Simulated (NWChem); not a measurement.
Correlation energy of fluoroethane (C2H5F)

SMILES: CCF
```xyz
8

C     -1.1771     0.2668     0.0000
C      0.3188     0.4478     0.0000
F      0.9482    -0.7739     0.0000
H     -1.6835     1.2440     0.0000
H     -1.5017    -0.2907    -0.8912
H     -1.5017    -0.2907     0.8912
H      0.6514     1.0072     0.8922
H      0.6514     1.0072    -0.8922
```
Charge 0, spin multiplicity 1.

Everything below was run with NWChem. Structure: optimised with PBE0/def2-SVP, a minimum by its harmonic frequencies.

Basis set: def2-SVP. Each correlation energy counts from its own Hartree-Fock reference.

| method | correlation energy (mHa) | difference from CCSD(T) |
|---|---|---|
| MP2 | -473.7 | +45.6 |
| SCS-MP2 | -471.4 | +48.0 |
| CR-CCSD[T] | -517.6 | +1.7 |
| CR-CCSD(T) | -517.1 | +2.2 |
| CCSD | -508.4 | +11.0 |
| CCSD+T(CCSD) | -520.0 | -0.7 |
| CCSD(T) | -519.3 | 0.0 |

The values span 48.7 mHa, from CCSD+T(CCSD) (lowest) to SCS-MP2 (highest). 

The correlated methods keep 3 core orbitals frozen. Differences from the coupled-cluster row are differences between methods, not errors against experiment.
